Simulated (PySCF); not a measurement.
CH8FNOSi2, SMILES C[SiH2]O[Si@@H](N)F.

Geometry optimised at PBE-D3(BJ)/def2-SVP. The structure was generated by enumeration; whether it is a known compound was not checked. The values are those of a single conformer.

Calculation: TDDFT-PBE/def2-SVPD run with PySCF.

Vertical excitations. The molecule is in vacuum.

Computed lowest excited states:
```json
[
 {"state": "S1", "energy (eV)": "6.26", "λ (nm)": "198", "f": "0.045", "main pairs": "HOMO→LUMO 96 %"},
 {"state": "S2", "energy (eV)": "6.43", "λ (nm)": "193", "f": "0.010", "main pairs": "HOMO→LUMO+1 96 %"},
 {"state": "S3", "energy (eV)": "6.88", "λ (nm)": "180", "f": "0.002", "main pairs": "HOMO−1→LUMO 98 %"},
 {"state": "S4", "energy (eV)": "6.94", "λ (nm)": "179", "f": "0.006", "main pairs": "HOMO→LUMO+2 91 %"},
 {"state": "S5", "energy (eV)": "6.98", "λ (nm)": "178", "f": "0.003", "main pairs": "HOMO−2→LUMO 96 %"},
 {"state": "S6", "energy (eV)": "7.14", "λ (nm)": "174", "f": "0.006", "main pairs": "HOMO→LUMO+3 81 %"},
 {"state": "S7", "energy (eV)": "7.21", "λ (nm)": "172", "f": "0.006", "main pairs": "HOMO−1→LUMO+1 95 %"},
 {"state": "S8", "energy (eV)": "7.26", "λ (nm)": "171", "f": "0.012", "main pairs": "HOMO→LUMO+4 93 %"},
 {"state": "S9", "energy (eV)": "7.30", "λ (nm)": "170", "f": "0.004", "main pairs": "HOMO−2→LUMO+1 97 %"},
 {"state": "S10", "energy (eV)": "7.69", "λ (nm)": "161", "f": "0.010", "main pairs": "HOMO→LUMO+5 83 %"},
 {"state": "T1", "energy (eV)": "5.96", "λ (nm)": "208", "f": "0", "main pairs": "HOMO→LUMO 97 %"},
 {"state": "T2", "energy (eV)": "6.34", "λ (nm)": "196", "f": "0", "main pairs": "HOMO→LUMO+1 97 %"},
 {"state": "T3", "energy (eV)": "6.71", "λ (nm)": "185", "f": "0", "main pairs": "HOMO−1→LUMO 85 %"},
 {"state": "T4", "energy (eV)": "6.78", "λ (nm)": "183", "f": "0", "main pairs": "HOMO→LUMO+2 84 %, HOMO→LUMO+3 14 %"}
]
```
Triplets are in the Tamm–Dancoff approximation, which puts them higher than full response would, so one can lie above its singlet here.
